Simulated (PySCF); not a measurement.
This PySCF input asks for the NMR shieldings of `C(C(=C)C#CC[SiH2]S)F`, C₆H₉FSSi; the geometry comes from GFN2-xTB.

```python
import basis_set_exchange as bse
import numpy as np
from pyscf import gto, dft
from pyscf.prop import nmr

atoms = """
C    -3.088179   -0.683547   -0.371639
C    -2.054561    0.049328    0.032101
C    -0.758647   -0.074402   -0.525041
C     0.341202   -0.162796   -1.005351
C     1.682809   -0.276447   -1.517986
Si    2.898980   -0.658905   -0.099502
S     2.796513    1.041212    1.216853
C    -2.142575    1.082955    1.124801
F    -3.405617    1.173131    1.650152
H    -2.986458   -1.412744   -1.156309
H    -4.059752   -0.567996    0.075774
H     1.959979    0.662629   -2.003369
H     1.722766   -1.065581   -2.270920
H     4.263682   -0.765026   -0.608651
H     2.492741   -1.837949    0.656316
H     3.675386    0.596379    2.101330
H    -1.880748    2.076111    0.738858
H    -1.466282    0.829965    1.950928
"""
names = dict.fromkeys(["C", "Si", "S", "F", "H"], "pcSseg-1")
basis = {el: gto.basis.parse(bse.get_basis(n, elements=[el], fmt="nwchem")) for el, n in names.items()}
mol = gto.M(atom=atoms, basis=basis, charge=0, verbose=0)
mf = dft.RKS(mol, xc="PBE0")
mf.grids.level = 2
mf.grids.alignment = dft.numint.BLKSIZE   # the property module wants whole blocks of grid points
mf.conv_tol = 1e-9
mf.kernel()

calc = nmr.RKS(mf)   # GIAO
C = mf.mo_coeff
Co = C[:, mf.mo_occ > 0]
resp = mf.gen_response(singlet=True, hermi=2)
def vind(x):   # induced exchange potential for any number of trial vectors
    d = np.einsum("pi,xij,qj->xpq", C, 2 * x.reshape(-1, C.shape[1], Co.shape[1]), Co, optimize=True)
    return np.einsum("xpq,pi,qj->xij", resp(d - d.transpose(0, 2, 1)), C, Co, optimize=True).ravel()
mo1, _ = nmr.rhf.solve_mo1(calc, with_cphf=vind)
sigma = calc.kernel(mo1)
for i, s in enumerate(sigma):   # ppm
    w = np.linalg.eigvalsh((s + s.T) / 2)
    print("%2d %-2s iso %8.1f  s11 %8.1f  s22 %8.1f  s33 %8.1f" % (i, mol.atom_pure_symbol(i), w.mean(), *w))
```

Question: Give the expected output.

Answer: 
```
 0 C  iso     60.7  s11    -58.0  s22     68.0  s33    172.2
 1 C  iso     51.6  s11    -59.7  s22     68.5  s33    146.1
 2 C  iso    102.3  s11     12.7  s22     16.9  s33    277.2
 3 C  iso     90.1  s11     18.4  s22     28.2  s33    223.7
 4 C  iso    182.0  s11    174.2  s22    179.4  s33    192.6
 5 Si iso    374.3  s11    346.8  s22    370.0  s33    406.2
 6 S  iso    778.7  s11    674.0  s22    700.6  s33    961.6
 7 C  iso     99.4  s11     71.9  s22     77.0  s33    149.2
 8 F  iso    425.1  s11    398.5  s22    413.1  s33    463.6
 9 H  iso     25.8  s11     22.1  s22     24.7  s33     30.6
10 H  iso     25.7  s11     22.8  s22     24.2  s33     30.1
11 H  iso     29.5  s11     25.3  s22     27.3  s33     35.9
12 H  iso     29.5  s11     23.7  s22     27.9  s33     37.1
13 H  iso     26.7  s11     22.3  s22     24.9  s33     32.8
14 H  iso     26.7  s11     23.4  s22     24.6  s33     32.3
15 H  iso     31.9  s11     23.5  s22     27.2  s33     45.0
16 H  iso     26.5  s11     22.1  s22     27.3  s33     30.2
17 H  iso     26.5  s11     21.5  s22     26.7  s33     31.1
```

These numbers come from an equivalent density-fitted implementation of the same equations, which agrees with the script to about 0.01 ppm for H and up to a few tenths of a ppm for heavy atoms, so last digits may differ.

Question: Turn these shieldings into chemical shifts. Shifts are taken against calculated references (same method and geometry level): 13C (σref 186.93), 29Si (σref 349.16), 1H (σref 31.72) against TMS; 33S (σref 503.73) against CS2; 19F (σref 170.95) against CFCl3.

Answer: Averaging equivalent atoms: C 1: 135.3; C 0: 126.2; C 3: 96.8; C 7: 87.5; C 2: 84.6; C 4: 4.9; Si 5: -25.2; S 6: -275; F 8: -254.1; H 10: 5.99; H 9: 5.90; H 16/17: 5.22; H 13/14: 5.01; H 11/12: 2.20; H 15: -0.17 ppm. Unscaled 19F shifts against computed CFCl3 carry errors that often reach 10 to 50 ppm.

Size and cost of the density-fitted run: 212 basis functions, 67 s wall time on 1 thread of an Arm Neoverse N1, shared host; peak memory 0.94 GiB.
